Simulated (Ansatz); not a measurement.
C3H2F4, SMILES `F/C=C(/F)C(F)F` at its PBE0-D4/def2-TZVP geometry, where that method's forces vanish. Total charge 0; spin multiplicity 1.

```
atom    x (Å)    y (Å)    z (Å)
  F1  -1.7212  -1.1769  -0.1033
  C2  -0.9930  -0.5697   0.8311
  C3   0.0888   0.1234   0.5155
  F4   0.7905   0.7163   1.4794
  C5   0.6236   0.3162  -0.8611
  F6   0.6747   1.6368  -1.1591
  F7   1.8896  -0.1599  -0.9388
  H8  -1.3599  -0.6939   1.8420
  H9   0.0068  -0.1922  -1.6057
```

Problem. For each bond, give half the difference of the two atoms' forces along it (eV/Å; positive pushes the atoms apart) under PBE-D4, r2SCAN-D4, B3LYP-D4, ωB97M-V in def2-TZVPP. (An estimate is asked.)

Solution. Ansatz gave: 
| bond | length (Å) | PBE-D4 | r2SCAN-D4 | B3LYP-D4 | ωB97M-V |
| --- | --- | --- | --- | --- | --- |
| F1–C2 | 1.331 | 0.45 | 0.29 | 0.42 | 0.40 |
| C2–C3 | 1.323 | 0.28 | 0.10 | -0.15 | -0.31 |
| C2–H8 | 1.083 | -0.11 | -0.19 | -0.20 | -0.14 |
| C3–F4 | 1.332 | 0.48 | 0.30 | 0.38 | 0.34 |
| C3–C5 | 1.489 | -0.40 | -0.27 | -0.11 | 0.05 |
| C5–F6 | 1.355 | 0.62 | 0.34 | 0.35 | 0.19 |
| C5–F7 | 1.355 | 0.62 | 0.34 | 0.35 | 0.19 |
| C5–H9 | 1.092 | -0.01 | -0.13 | -0.23 | -0.22 |

B3LYP here is the variant with VWN-RPA as its local correlation; programs differ in this.
